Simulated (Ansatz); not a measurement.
Geometry optimisation, Ansatz, RKS B3LYP-D4/6-31G*.

input.yaml

```yaml
crystal:
  periodic: [false, false, false]
  atoms:
    - { symbol: Al, position_ang: [0.0, 0.0, 0.0] }
    - { symbol: H, position_ang: [0.0, 0.0, 1.91] }
    - { symbol: "N", position_ang: [1.6627, 0.0, -0.96] }
    - { symbol: H, position_ang: [2.1293, -0.9179, -1.2118] }
    - { symbol: H, position_ang: [2.1141, 0.9179, -1.2382] }
    - { symbol: "N", position_ang: [-1.6627, 0.0, -0.96] }
    - { symbol: H, position_ang: [-2.3316, -0.8164, -0.8614] }
    - { symbol: H, position_ang: [-1.9118, 0.8164, -1.5886] }
    - { symbol: O, position_ang: [0.0932, 1.9717, 0.6559] }
    - { symbol: H, position_ang: [0.4919, 2.0, 1.5834] }
    - { symbol: H, position_ang: [0.0471, 0.9963, 1.8084] }
basis:
  gaussian: { orbitals: "6-31G*" }
hamiltonian:
  xc: b3lyp
  dispersion: d4
relax:
  f_tol: 0.15
  max_steps: 25
  restrain:
    - { distance: [0, 8], at: 1.78, k: 30.0 }
    - { distance: [10, 1], at: 0.66, k: 30.0 }
    - { distance: [0, 1], at: 2.76, k: 30.0 }
    - { distance: [10, 8], at: 2.21, k: 30.0 }
```

Run as:

```bash
$ ansatz run input.yaml --threads 1 --pin off --max-ram 2048MiB --backend cpu --events-out ev --progress --plain --runs-dir out
```

Task: Where does it end, and by what steps?

Result: It converged. The restraints hold the end off the free minimum. After 9 steps the energy has fallen by 4.147 eV (the restraints' own energy left out); H8 moved furthest, 1.08 Å. Joined: H2–H11 (1.00 → 0.71 Å).

```csv
step,energy less start (eV),largest force component (eV/Å),accepted
0,0.0000,4.075,yes
1,-1.4038,4.572,yes
2,-2.4665,3.521,yes
3,-3.3460,2.683,yes
4,-3.6567,1.402,yes
5,-3.8487,1.345,yes
6,-3.9732,1.410,yes
7,-4.0770,1.429,yes
8,-4.1364,1.465,yes
9,-4.1466,1.530,yes
```

```xyz
11
Properties=species:S:1:pos:R:3
Al 0.010 0.714 -0.409
H -0.053 -0.151 2.217
N 1.559 -0.002 -0.915
H 1.630 -0.884 -1.408
H 2.478 0.304 -0.624
N -1.534 0.051 -0.977
H -1.621 -0.803 -1.511
H -2.451 0.407 -0.747
O -0.039 2.164 0.578
H 0.764 2.623 0.846
H -0.112 0.544 2.087
```

Run time: 37 s on 1 thread of Arm Neoverse V2, on a shared host, peak memory 0.15 GiB.
